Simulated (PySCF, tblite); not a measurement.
Compound: C6H11O2P.
SMILES: `C[P@@](=O)(O)C1=CCCC1`

Jobs on this species (20 atoms, 78 electrons) with PySCF (density fitting) and tblite. Hardware of each: one thread of an Arm Neoverse V1, on a shared host. The host was shared with other jobs, so the times are rough.

```json
{"level and settings": "PBE0/pcSseg-1, IEF-PCM acetonitrile", "work": "shieldings, ring-centre shieldings, charges and field gradients", "basis functions": "215", "SCF cycles": "?", "wall time": "?"}
{"level and settings": "GFN2-xTB", "work": "Hessian by finite differences", "basis functions": "–", "SCF cycles": "–", "wall time": "0.8 s"}
{"level and settings": "delta-SCF UKS SCAN, pcX-2 on the ionised atom, pcseg-1 elsewhere, spin-free X2C", "work": "ΔSCF core ionisation, 10 holes", "basis functions": "227", "SCF cycles": "?", "wall time": "?"}
{"level and settings": "KT2/pcSseg-1", "work": "shieldings, ring-centre shieldings", "basis functions": "215", "SCF cycles": "18", "wall time": "60 s"}
{"level and settings": "PBE0/pcSseg-1", "work": "shieldings, ring-centre shieldings, charges and field gradients, density and orbital grids written", "basis functions": "215", "SCF cycles": "14", "wall time": "48 s"}
{"level and settings": "B3LYP/def2-SVPD", "work": "10 singlets by full TDDFT, 4 Tamm–Dancoff triplets, polarisability, ΔSCF ions, density and orbital grids written", "basis functions": "278", "SCF cycles": "15", "wall time": "6.7 min"}
{"level and settings": "PBE0/pcSseg-1, IEF-PCM methanol", "work": "shieldings, ring-centre shieldings", "basis functions": "215", "SCF cycles": "14", "wall time": "37 s"}
{"level and settings": "PBE0-D3(BJ)/def2-SVP, grid level 1", "work": "geometry optimisation from a GFN2-xTB start shaken at random", "basis functions": "185", "SCF cycles": "104", "wall time": "4.5 min"}
{"level and settings": "GFN2-xTB", "work": "L-BFGS relaxation", "basis functions": "–", "SCF cycles": "–", "wall time": "0.67 s"}
```

**Question.** Fill in the missing figures.

**Answer.** 
- PBE0/pcSseg-1, IEF-PCM acetonitrile; shieldings, ring-centre shieldings, charges and field gradients: 39 s, 14 SCF cycles
- delta-SCF UKS SCAN, pcX-2 on the ionised atom, pcseg-1 elsewhere, spin-free X2C; ΔSCF core ionisation, 10 holes: 3.3 min, 185 SCF cycles

**Question.** What do all jobs in the table cost together?

**Answer.** About 18 min; the longest takes about 38 % of that, and about 600 times as long as the shortest.
